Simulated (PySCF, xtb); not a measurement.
arsine (AsH₃), SMILES [AsH3].

GFN2-xTB run with xtb at its own geometry gives an orbital gap of 6.51 eV and a dipole moment of 0.35 D.

Geometry: PBE-D3(BJ)/def2-TZVPD.

**Question.** What does CAM-B3LYP/def2-TZVPD (PySCF) give? (Estimate from the structure and the level; the computed values follow.)

**Answer.** gap 9.99 eV (levels -9.22 and 0.77 eV), dipole 0.24 D.
